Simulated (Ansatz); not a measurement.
Frontier orbitals of CH₉GeInOSi (`O[CH2][In]([SiH3])[GeH3]`).

Z-matrix (Å, degrees):
```
C
In 1 2.178
O 1 1.417 2 108.8
H 1 1.099 2 108.4 3 122.1
H 1 1.099 2 108.4 3 -122.1
Ge 2 2.620 1 117.0 3 -179.1
Si 2 2.577 1 120.4 3 0.1
H 3 0.961 1 108.9 2 -179.9
H 6 1.544 2 110.8 1 -70.3
H 6 1.541 2 113.6 1 169.6
H 6 1.544 2 112.1 1 48.3
H 7 1.492 2 108.9 1 -95.3
H 7 1.490 2 111.2 1 146.8
H 7 1.488 2 113.2 1 24.8
```

Total charge 0; spin multiplicity 1. Correlated methods include outer-core shells of Ge, In, which these sets cover unevenly. Scalar relativity is left out up to krypton. In: def2 effective core potential. All single points use the PBE0-D4/def2-TZVP geometry. It is one conformer, not always the lowest. Basis def2-TZVPP, the Gaussian-basis code of Ansatz.

Orbital energies of one run (eV). Highest occupied ones, from the top: -6.87, -6.98, -8.01, -9.36, -9.38, -9.57, -9.64, -10.03, -11.43, -12.37, -14.33, -14.77, -15.19, -18.40. Empty: -2.02, -0.28, 0.14, 0.34, 1.10, 1.22.

Which functional gave them?
A. LC-ωPBE
B. BLYP
C. B97M-V
D. PBE0

D. HOMO energies: PBE0 -6.87, LC-ωPBE -9.27, BLYP -5.72, B97M-V -6.17 eV.

LC-ωPBE has ω = 0.4 bohr⁻¹.
